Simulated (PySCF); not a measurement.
Mg(NH2)(SeH) (H₃MgNSe), SMILES [SeH][Mg][NH2].

Geometry: B3LYP-D3(BJ)/def2-TZVP. The values are those of a single conformer.

Calculation: r2SCAN/def2-TZVPD (PySCF).

Isolated molecule, no solvent.

```json
{
  "total_energy": "-2658.21088 hartree",
  "point_group": "Cs",
  "highest_occupied_level": "-5.47 eV",
  "lowest_empty_level": "-1.47 eV",
  "orbital_gap": "4.00 eV",
  "dipole_moment": "1.71 D",
  "quadrupole, principal values (traceless, Buckingham form, about the centre of nuclear charge)": "-6.59, 3.07, 3.52 D·Å",
  "mean_static_polarisability": "68.8 bohr³ (10.19 Å³)",
  "polarisability_principal_values": "60.4, 62.4, 83.6 bohr³"
}
```
